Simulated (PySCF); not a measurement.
# Multinuclear NMR of C4H5F5O

Atom-mapped SMILES (the numbers label the heavy atoms): `[CH3:1][O:2][CH2:3][C:4]([F:5])([F:6])[C:7]([F:8])([F:9])[F:10]`. Hydrogens are named by the atom that carries them.

[PySCF 2.14.0 with density-fitted response routines: NMR shieldings at PBE0/pcSseg-1/GIAO; geometry from GFN2-xTB; one computed conformer; rapidly exchanging positions averaged; no solvent model; relativity neglected]

Q: Predict the ¹⁹F NMR data.

A: 
```tsv
atoms	environment	σ (ppm)	δ (ppm)
F8/F9/F10	fluorine of a CF3 group	271.5	-84.3
F5/F6	fluorine of a CF2 group	317.8	-126.1
```

Shieldings were converted by a linear fit to measured shifts: ¹⁹F (scatter 6.0 ppm rms, 7.0 ppm with the 5 outliers that the fit left out vs CFCl3, solution or neat liquid, with a term for F on sp3 carbon). Occasional misses reach two or three times the rms, and more in compound classes unlike the fitted ones.

On a 400 MHz spectrometer ¹⁹F resonates near 376.4 MHz, so 1 ppm is 376.4 Hz.

Q: Where does ¹⁷O resonate?

A: 
```
atoms   environment  σ (ppm)  δ (ppm)
   O2  ether oxygen    329.5    -33.4
```

Shieldings were converted by a linear fit to measured shifts: ¹⁷O: δ = 266.70 − 0.911σ (rms 10.7 ppm, 155 shifts, 12.2 ppm with the 3 outliers that the fit left out vs liquid water, solution or neat liquid). A few per cent of atoms miss by over 2 rms, more outside the fitted compound classes.

On a 300 MHz spectrometer ¹⁷O resonates near 40.7 MHz, so 1 ppm is 40.7 Hz.
